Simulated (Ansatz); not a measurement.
Reaction (ligand exchange at the Al–F bond): `[OH][Al]([F])[O][SiH3]` + H₂S → `[OH][Al]([SH])[O][SiH3]` + H–F

Calculated with Ansatz (gas phase, PBE0-D4/def2-TZVP geometries, no zero-point term in ΔE). CCSD(T)/CBS is the MP2 limit (def2-TZVPP, def2-QZVPP) plus CCSD(T) − MP2 in def2-TZVPP, frozen cores. This one scheme is used for every species. DFT in def2-TZVPP. One conformer a species, not always the lowest.

`[OH][Al]([F])[O][SiH3]`:

Z-matrix (Å, degrees):
```
Si
O 1 1.627
H 1 1.486 2 110.0
H 1 1.486 2 109.4 3 119.7
H 1 1.486 2 110.3 3 -120.5
Al 2 1.669 1 167.2 3 71.7
F 6 1.638 2 119.8 1 -1.3
O 6 1.679 2 123.0 1 178.7
H 8 0.955 6 123.0 2 -0.0
```

H₂S:

Cartesian coordinates in Å:
```
S 0.102 -0.431 0.433
H 0.573 0.807 0.227
H -0.675 -0.376 -0.659
```

`[OH][Al]([SH])[O][SiH3]`:

Cartesian coordinates in Å:
```
O -0.282 2.171 1.265
Al 0.143 1.248 -0.079
S 0.915 2.180 -1.883
O -0.035 -0.413 -0.015
Si -0.326 -1.960 0.386
H -0.210 3.122 1.309
H 1.042 0.995 -2.504
H -1.790 -2.220 0.395
H 0.227 -2.262 1.733
H 0.316 -2.861 -0.608
```

H–F:

```xyz
2

F    -0.132   -0.433   -0.080
H     0.132    0.433    0.080
```

CCSD(T)/CBS gives +15.9 kcal/mol.

Q: Another level gave +17.9 kcal/mol. Which?
A. revPBE-D4/def2-TZVPP
B. r2SCANh-D4/def2-TZVPP
C. PBE0/def2-TZVPP
D. B2PLYP/def2-TZVPP

A: D. B2PLYP 17.9, revPBE-D4 13.7, r2SCANh-D4 15.9, PBE0 14.7 kcal/mol.

Largest T1 diagnostic among the species: 0.012.

Leaving LDA and LC-ωPBE aside and taking each functional with its dispersion term where it has one, the values, not all of them listed here, spread over 4.4 kcal/mol, from revPBE-D4 to CAM-B3LYP-D4. LDA lies −0.8 kcal/mol from PBE without D4. The D4 term adds −1.5 kcal/mol with B3LYP and −0.9 kcal/mol with PBE0; it sums over pairs of atoms, weighted by their polarisabilities, and B3LYP, whose exchange is more repulsive, gets the larger term.

B3LYP here is the variant with VWN-RPA as its local correlation; programs differ in this.
